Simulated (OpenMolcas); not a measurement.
**Cu2+, Ag2+, Au2+: d⁹ down the group**

| Property | Result |
| --- | --- |
| Program | OpenMolcas |
| Method | CASSCF |
| Basis | ANO-RCC-VQZP |
| Scalar Hamiltonian | DKH2, point nucleus |
| Spin-orbit coupling | RASSI with atomic mean-field integrals over the reference wave functions, term energies averaged over their components |

Active space for each ion: 9 electrons in 6 orbitals (d s).

Computed levels in cm-1 above ²D_5/2:

```csv
Level,Cu2+,Ag2+,Au2+
²D_3/2,2207,4700,13142
weight of ²D in the lowest level (%),100,100,100
```

Measured, with the error of the calculation in %. Measured levels: Cu2+ from Sugar and Musgrove, J. Phys. Chem. Ref. Data 19, 527 (1990); Ag2+ from Moore, Atomic Energy Levels, vol. III, NSRDS-NBS 35 (1971 reprint of NBS Circular 467, 1958); Au2+ from Iglesias, J. Res. Natl. Bur. Stand. 64A, 481 (1960).

```
 Level         Cu2+         Ag2+          Au2+
²D_3/2  2072 (+6.5)  4607 (+2.0)  12694 (+3.5)
```

The fine-structure level ²D_3/2 changes by a factor of 5.95 from Cu2+ to Au2+.

Without dynamic correlation excited terms often stand tens of per cent too high (terms of higher spin than the ground term too low), and those without a measured partner can miss by more than the paired ones. Measured partners are found by configuration, term and J. A level has none where our copy of the source lacks it or the pairing is in doubt (some pairs that miss far off the trend of their configuration count as doubtful), and it then counts in no deviation. Levels of configurations outside the active space are missing.
